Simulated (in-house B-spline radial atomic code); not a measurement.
Radial electron density of Ni7+, [Ar] 3d3. Method: Dirac-Kohn-Sham B97-1, spherical fractional occupations, Fermi nucleus of rms radius 3.7757 fm. Calculated with a radial B-spline atomic code at the basis-set limit.

Caution: exact exchange at fractional occupations of open shells leaves self-interaction of up to several eV.

Columns: r (bohr), 4πr²n(r) (electrons per bohr), bar.

```
 0.00203   0.7905 #
 0.00242    1.091 #
 0.00288    1.495 ##
 0.00342     2.03 ##
 0.00407    2.752 ###
 0.00485    3.714 ####
 0.00577    4.956 ######
 0.00687    6.558 ########
 0.00817    8.562 ##########
 0.00972    11.03 #############
  0.0116    14.04 ################
  0.0138    17.46 ####################
  0.0164    21.18 ########################
  0.0195    25.05 #############################
  0.0232    28.71 #################################
  0.0276    31.74 ####################################
  0.0329    33.69 #######################################
  0.0391    34.15 #######################################
  0.0466    33.08 ######################################
  0.0554     30.9 ###################################
   0.066     28.5 #################################
  0.0785    27.16 ###############################
  0.0935    27.91 ################################
   0.111     30.9 ###################################
   0.132     35.1 ########################################
   0.158    38.31 ############################################
   0.188    37.89 ############################################
   0.223     33.2 ######################################
   0.266    25.41 #############################
   0.316    18.28 #####################
   0.376    14.68 #################
   0.448    15.23 #################
   0.533    17.42 ####################
   0.634    17.94 #####################
   0.755    15.22 #################
   0.898    10.34 ############
    1.07    5.497 ######
    1.27    2.313 ###
    1.51   0.7389 #
     1.8   0.1725 
    2.15  0.02809 
    2.55 0.003391
```

On this grid the curve has 3 maxima, near 0.0391, 0.158, 0.634 bohr.

The 3p1/2 radial function P(r) = rR(r), positive near the nucleus, with its small component Q(r) (sign convention: Q ≈ (P' + κP/r)/2c):

| r (bohr) | P | Q |
| --- | --- | --- |
| 0.00171 | 0.001374 | 0.005234 |
| 0.00242 | 0.00239 | 0.007255 |
| 0.00342 | 0.00424 | 0.009988 |
| 0.00485 | 0.00769 | 0.01369 |
| 0.00687 | 0.01406 | 0.01852 |
| 0.00972 | 0.02574 | 0.02465 |
| 0.0138 | 0.04715 | 0.03215 |
| 0.0195 | 0.0844 | 0.04044 |
| 0.0276 | 0.1475 | 0.04862 |
| 0.0391 | 0.2473 | 0.0546 |
| 0.0554 | 0.389 | 0.05526 |
| 0.0785 | 0.5557 | 0.04726 |
| 0.111 | 0.6835 | 0.02918 |
| 0.158 | 0.6472 | 0.00363 |
| 0.223 | 0.3116 | -0.01895 |
| 0.316 | -0.3381 | -0.02837 |
| 0.448 | -1.025 | -0.02113 |
| 0.634 | -1.294 | -0.006785 |
| 0.898 | -0.9811 | 0.002061 |
| 1.27 | -0.4411 | 0.00273 |
| 1.8 | -0.1027 | 0.0008993 |
| 2.55 | -0.009694 | 0.0001022 |
